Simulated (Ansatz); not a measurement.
hydrogen selenide (H₂Se), singlet, geometry from GFN2-xTB. Base run: Ansatz (a first-principles code) with PBE0/cc-pVDZ.

Geometry (Å):
```xyz
3

Se    -0.0021     0.0557    -0.0014
H     -0.9916    -0.9867     0.0176
H      1.0637    -0.9081     0.0301
```
All else is at Ansatz's defaults.

Each row names what was changed in the base input (with any setting that the change needs).

```csv
change,basis functions,E (Eh)
base,37,-2402.43033
basis = x2c-SVPall; relativity = spin-free X2C,42,-2430.37102
basis = cc-pVDZ-DK; relativity = spin-free X2C; nucleus = Gaussian,37,-2430.67690
basis = x2c-SVPall; relativity = spin-free X2C; nucleus = Gaussian,42,-2430.35681
basis = x2c-SVPall; relativity = none,42,-2390.04311
basis = cc-pVTZ-DK; relativity = none,71,-2384.26864
basis = cc-pVTZ-DK; relativity = spin-free X2C,71,-2430.80543
basis = cc-pVTZ-DK; relativity = spin-free X2C; nucleus = Gaussian,71,-2430.78709
basis = cc-pVDZ-DK; relativity = spin-free X2C,37,-2430.69296
basis = cc-pVDZ-DK; relativity = none,37,-2385.75489
```

Absolute energies of different levels of theory aren't comparable as measures of quality.

Ansatz warned in this series: the basis is contracted for relativity, which the run leaves out.

Basis sets contracted for a relativistic Hamiltonian are a mismatch without it, so the rows without relativity aren't non-relativistic limits. No row has spin-orbit coupling; sets with core potentials leave out the core electrons.
